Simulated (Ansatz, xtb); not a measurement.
# Isomers of C5H10NO+ in order of energy

7 gas-phase structures of C5H10NO+, from a drawn sample of its isomers (lower ones may exist). Each was relaxed with GFN2-xTB; where two conformers were screened, the lower at r2SCAN-D4/def2-SVP is listed:

A. `C[N+](C)=CCC=O`, a singlet
B. `COC1=CC[NH2+]C1`, a singlet
C. `CC(=O)C1C[NH2+]C1`, a singlet
D. `C1[NH2+][C@@H]2C[C@H]1CO2`, a singlet
E. `O=C[C@@H]1CC[NH2+]C1`, a singlet
F. `CC(C=O)=[N+](C)C`, a singlet
G. `CC#[N+]CCOC`, a singlet

Q: Make a reasoned guess at their ranking by r2SCAN-D4/def2-SVP single-point energy.

A: Calculated order at r2SCAN-D4/def2-SVP: E (0.000), D (0.117), C (0.577), A (0.678), B (0.762), F (0.901), G (1.461) eV.

Energies above the lowest of each column, in eV; the last columns are at PBE0-D3(BJ)/def2-SVP geometries and were run for some of them only (a dash: not run or not comparable):

| structure | GFN2-xTB | HF/STO-3G | r2SCAN-D4/def2-SVP | PBE0-D3(BJ)/def2-SVP | CCSD(T)/def2-SVP + ΔMP2/def2-TZVPP |
| --- | --- | --- | --- | --- | --- |
| E | 0.530 | 0.930 | 0.000 | 0.000 | 0.000 |
| D | 0.000 | 0.000 | 0.117 | 0.106 | 0.171 |
| C | 0.998 | 1.941 | 0.577 | 0.607 | 0.630 |
| A | 0.889 | 2.702 | 0.678 | 0.837 | – |
| B | 0.833 | 1.665 | 0.762 | 0.770 | – |
| F | 1.011 | 2.655 | 0.901 | – | – |
| G | 1.225 | 2.942 | 1.461 | – | – |

CCSD(T)/def2-SVP + ΔMP2/def2-TZVPP puts E lowest of those it was run on; GFN2-xTB picks D, HF/STO-3G picks D. Flexible structures stand in one conformer each, not always the lowest. Frequencies (GFN2-xTB) were run for C, D, E alone. The ΔMP2 step shifts differences by up to 0.144 eV, which makes them less sure. ΔMP2 is the change of the MP2 energy from the smaller to the larger basis.

Over these structures GFN2-xTB departs from r2SCAN-D4/def2-SVP by 0.211 eV on average once a common shift is removed. A GFN2-xTB relaxation took about 0.11 s and the r2SCAN-D4/def2-SVP energy about 2 s on a shared host (Ansatz 0.2.0, xtb 6.7.1).
